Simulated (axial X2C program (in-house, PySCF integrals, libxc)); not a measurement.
# Estimating the spin–orbit splitting of the π levels of SrI⁺

Calculated with an in-house all-electron X2C program for linear molecules (integrals from PySCF). Spin-free means the one-electron spin-free X2C Hamiltonian; two-component (2c) means X2C with spin–orbit coupling and atomic mean-field two-electron Coulomb and Gaunt terms, so the difference of the two also holds small scalar two-electron terms. Basis: I dyall-cv3z [11s12p8d4f1g], Sr dyall-cv3z [13s12p8d5f1g] (cores contracted in-house); Gaussian nuclei, density fitting, unrestricted open shells. Masses: I 126.904 u, Sr 87.906 u.

Hartree–Fock at 2.834 Å, closed shell. Valence p splittings ε(p3/2) − ε(p1/2) of spherical Dirac–Hartree–Fock atoms with fractionally filled p shells: I 5p 1.126 eV.

```
filled π level (eV), spin-free  I p share  Sr p share
                        -13.20       0.87        0.03
```

(1) In first order a p shell splits by 3ζ/2 and a π orbital by ζ. Estimate the splitting of each π level from the shares.

The two-component Hartree–Fock calculation gives:

```tsv
ε(ω = 1/2) (eV)	σ share of it	ε(ω = 3/2) (eV)	splitting (eV)	estimate (eV)
-13.228	0.34	-12.859	0.37	0.65
```

The estimate leaves out the mixing of π1/2 with σ1/2 levels, which pushes the ω = 1/2 spinor up or down, the d and f parts of the orbital, small shares of the strongly split outer-core p shell of a metal, the Gaunt term (absent from the atomic values), and the change of the atomic p orbitals with charge; Löwdin shares depend on the basis.

Results:

(1) level -13.20 eV: (2/3) × (0.87 × 1.126) = 0.65 eV.
